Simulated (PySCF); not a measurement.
C4H3ClF2, SMILES C=C(F)/C(Cl)=C\F. Heavy atoms are numbered as in [CH2:1]=[C:2]([F:3])/[C:4]([Cl:5])=[CH:6]\[F:7]. Hydrogens are named by the atom that carries them.

The structure is a stationary point at B3LYP-D3(BJ)/def2-SVP. The structure was generated by enumeration; whether it is a known compound was not checked. Other conformers were not sampled.

The numbers are results of PBE0/pcSseg-1 (PySCF), not measurements.

GIAO shieldings, no solvent; atoms alike by connectivity are averaged. δ = σ(ref) − σ: ¹³C against TMS (σ = 186.3 ppm); ¹⁹F against CFCl3 (σ = 167.2 ppm); ³⁵Cl against HCl (σ = 945.9 ppm); ¹H against TMS (σ = 31.56 ppm), references at their B3LYP-D3(BJ)/def2-TZVP geometries, non-relativistic (without spin–orbit terms, shifts of atoms bonded to Cl or Br come out too high).

```csv
nucleus,atoms,count,δ (ppm)
¹³C,C2,1,169.4
¹³C,C6 (CH),1,160.0
¹³C,C4,1,127.6
¹³C,C1 (CH2),1,103.8
¹⁹F,F7,1,-111.1
¹⁹F,F3,1,-117.1
³⁵Cl,Cl5,1,154.1
¹H,H on C6,1,7.23
¹H,H on C1,2,5.49
```
